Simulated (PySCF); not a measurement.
Levels of Bi⁸⁰⁺ from EOM-EA-GCCSD

Reference: closed-shell Bi⁸¹⁺, 1s2; one electron is added. Calculated with PySCF 2.14, two-component X2C-1e with screened spin-orbit coupling, an even-tempered Gaussian basis (16 s from 33 bohr⁻², ratio 2.6; 13 p from 43 bohr⁻², ratio 2.6; 6 d from 44 bohr⁻², ratio 2.8; 3 f from 1800 bohr⁻², ratio 2.8); frozen nothing; the 30 highest virtual spinors dropped; of the others 56 kept and the rest restored at second order. No Breit or QED terms. Binding energies in eV.

| level | Koopmans |
| --- | --- |
| 2s1/2 | 25696.0 |
| 2p1/2 | 25475.2 |
| 2p3/2 | 22878.0 |

Question: How does correlation move these levels?

Answer: 2s1/2: second order 25696.3, EOM-CCSD 25696.3; 2p1/2: second order 25475.8, EOM-CCSD 25475.8; 2p3/2: second order 22878.4, EOM-CCSD 22878.4.

For comparison, the ionisation energy of Bi⁸⁰⁺ is 25656.9 ± 0.4 eV (theoretical estimate listed by NIST; NIST Atomic Spectra Database, ionization energies).

Only part of the computed levels is shown.
